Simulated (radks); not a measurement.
Question: Ionisation ladder of titanium, from Ti5+ to Ti16+. Each ion is in the ground configuration listed by NIST, and IE = E(next ion) - E(this ion). All-electron calculation, non-relativistic Kohn-Sham, BLYP, spin-polarised, spherical densities, point nucleus; open shells are filled with parallel spins first. Program: a radial shooting solver on a logarithmic mesh with Libxc functionals.

species  configuration  IE, Delta-SCF (eV)  <r> HOMO (bohr)
Ti5+      [Ne] 3s2 3p5              119.39            0.999
Ti6+      [Ne] 3s2 3p4              140.26            0.972
Ti7+      [Ne] 3s2 3p3              168.77            0.937
Ti8+      [Ne] 3s2 3p2              192.26            0.914
Ti9+      [Ne] 3s2 3p1                   ?            0.893
Ti10+         [Ne] 3s2                   ?            0.869
Ti11+         [Ne] 3s1              291.88            0.852
Ti12+             [Ne]                   ?            0.285
Ti13+     [He] 2s2 2p5              863.56            0.279
Ti14+     [He] 2s2 2p4                   ?            0.273
Ti15+     [He] 2s2 2p3              1045.7            0.265
Ti16+     [He] 2s2 2p2              1130.0            0.260

Estimate the withheld Delta-SCF values.

Answer: Ti9+: 216.00 eV (NIST 215.9); Ti10+: 263.85 eV (NIST 265.1); Ti12+: 788.27 eV (NIST 787.67); Ti14+: 939.47 eV (NIST 945).
